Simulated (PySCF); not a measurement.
# In- (indium, charge -1) across methods

[Kr] 4d10 5s2 5p2, high-spin 3P determinant. All numbers are calculated (PySCF 2.14, scalar relativity by spin-free X2C-1e, in aug-cc-pVTZ-DK3 (8s7p5d2f, 68 functions)). The B2PLYP total includes its PT2 part (frozen core); its orbital energies are those of the SCF part.

| method | E (hartree) | mean ε 5s α (eV) | mean ε 5s β (eV) | mean ε 5p α (eV) | Σ⟨r²⟩ (bohr²) | ⟨S²⟩ |
| --- | --- | --- | --- | --- | --- | --- |
| wB97X | -5880.94 | -6.911 | -5.865 | -0.461 | 102.2 | 2.004 |
| PBE | -5880.34 | -3.816 | -3.133 | 1.202 | 113.4 | 2.002 |
| TPSS | -5880.48 | -3.746 | -2.840 | 1.276 | 108.4 | 2.002 |
| BLYP | -5880.94 | -3.799 | -3.309 | 1.327 | 118.4 | 2.001 |
| PBE0 | -5880.41 | -4.709 | -3.693 | 0.755 | 107.1 | 2.003 |
| UHF | -5878.03462 | -7.051 | -4.940 | -0.569 | 104.7 | 2.015 |
| r2SCAN | -5880.75 | -3.979 | -3.102 | 1.129 | 107.8 | 2.005 |
| LDA | -5874.89 | -4.045 | -3.440 | 1.147 | 112.8 | 2.001 |

Task: Estimate the same row for B2PLYP.

Result: E (hartree) = -5880.06; mean ε 5s α (eV) = -5.616; mean ε 5s β (eV) = -4.346; mean ε 5p α (eV) = 0.382; Σ⟨r²⟩ (bohr²) = 108.3; ⟨S²⟩ = 2.005.

The highest occupied level is positive at PBE, TPSS, BLYP, PBE0, B2PLYP, r2SCAN, LDA: only the finite basis holds that electron, which in a density functional comes from self-interaction.
